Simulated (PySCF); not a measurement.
Gas-phase reaction: H₂Te + 6 F₂ + 2 C₄H₂ → Te(CH₃)₂ + 3 C₂F₄

Method: PySCF energies (xtb for GFN2) plus ideal-gas RRHO corrections (1 bar). † marks an energy on the PBE0/def2-TZVP geometry and frequencies; other levels use their own. CCSD(T) freezes the core. All species are closed-shell singlets. Te: scalar-relativistic def2 core potential, no spin-orbit coupling. CCSD(T) isn't extrapolated to the basis-set limit; its ΔH°(298 K) is -2987.7 kJ in def2-SVP and -2983.5 kJ in def2-TZVPP. The harmonic model lacks anharmonicity and excited electronic states, which grow with temperature; levels with a mode under 35 cm⁻¹ are left out. Soft modes under 120 cm⁻¹ make the harmonic entropy rough for Te(CH₃)₂.

```
level                ΔE electronic, kJ  ΔH°(298 K), kJ  ΔS°(298 K), J/K  ΔG°(1600 K), kJ
-------------------  -----------------  --------------  ---------------  ---------------
CCSD(T)/def2-TZVPP†              -3055           -2984             -723            -1820
GFN2-xTB                         -2637           -2561             -723            -1390
M06-2X/def2-TZVP†                -3241           -3170             -723            -2006
r2SCAN/def2-TZVP†                -3147           -3075             -723            -1911
LDA/def2-TZVP†                   -3401           -3329             -723            -2165
```
ΔH° is lowest at LDA/def2-TZVP† and highest at GFN2-xTB. No reference value is set beside these.
